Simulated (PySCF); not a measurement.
Dipole moment and polarisability of `CC(=O)c1cpcs1`

Species: C5H5OPS.
Atom-mapped SMILES: `[CH3:1][C:2](=[O:3])[c:4]1[cH:5][p:6][cH:7][s:8]1` (hydrogens: H9, H10, H11 on C1; H12 on C5; H13 on C7)

Cartesian coordinates in Å at the GFN2-xTB level; atoms count from 1:
```
atom  x, y, z in Å
C1    -2.0714    0.6349   -0.2474
C2    -1.1598   -0.1741    0.6388
O3    -1.5482   -0.7632    1.6221
C4     0.2552   -0.2146    0.2364
C5     1.2090   -0.9377    0.8989
P6     2.8598   -0.8948    0.3022
C7     2.4416    0.1596   -0.9803
S8     0.8206    0.6688   -1.1388
H9    -1.7251    1.6653   -0.2979
H10   -2.0660    0.2238   -1.2552
H11   -3.0827    0.6087    0.1491
H12    0.9288   -1.5153    1.7666
H13    3.1339    0.5391   -1.7121
```

Level: CAM-B3LYP/def2-SVPD (PySCF), static field, nuclei fixed, core orbitals frozen in the response. The polarisability tensor in these axes (au):

```
x   131.44 -11.79  -5.73
y   -11.79  82.17 -20.58
z    -5.73 -20.58  94.40
```

What are the eigenvalues, a third of the trace, and Δα (Δα² = ½Σ(αi − αj)² over the three pairs)?

Principal values 64.34, 109.52 and 134.15 au; mean 102.67 au = 15.21 Å³ = 16.93 × 10⁻⁴⁰ C²·m²/J; Δα = 61.33 au (60 % of the mean).

What is the dipole moment, and where does it point?

(0.47, 1.66, -2.56) D, 3.08 D in size, pointing from the negative to the positive side. Measured along this direction, the outermost atoms are H12 at the negative end and H13 at the positive end.

Traceless (Buckingham) quadrupole moment about the centre of nuclear charge: eigenvalues?

-6.38, 0.34, 6.03 D·Å. The values depend on the origin, since the dipole doesn't vanish. The electronic extent ⟨r²⟩ about the same centre is 1328 bohr², a root-mean-square distance of 2.24 Å for the 74 electrons.

Rayleigh depolarisation ratio (linearly polarised light, static tensor)?

ρ = 3Δα²/(45ᾱ² + 4Δα²) = 11283.0/(474338 + 15044.0) = 0.0231.

In TDDFT the mean static polarisability is Σ f/ω² over all singlet excitations (ω in hartree). How much of it do the 8 lowest give? Their energies (eV) and oscillator strengths: 3.91, 0.0001; 4.46, 0.1023; 4.96, 0.0796; 5.07, 0.0025; 5.82, 0.3892; 5.99, 0.0010; 6.13, 0.0156; 6.16, 0.0112.

They add up to 15.34 au, 14.9 % of the 102.67 au; the largest single term is 8.51 au, from the state at 5.82 eV. Terms in order: 0.01, 3.81, 2.39, 0.07, 8.51, 0.02, 0.31, 0.22 au. Higher excitations give the rest. The strengths listed sum to 0.602.

How large is μ²/3kT at 500 K beside α?

In Gaussian units μ²/3kT = 45.88 Å³ against 15.21 Å³, a ratio of 3.02; the Debye molar polarisation (4π/3)N_A(α + μ²/3kT) is 154.1 cm³/mol, leaving out the vibrational part.

One conformer (not necessarily the lowest) at the GFN2-xTB geometry, without solvent, vibrations or thermal averaging.
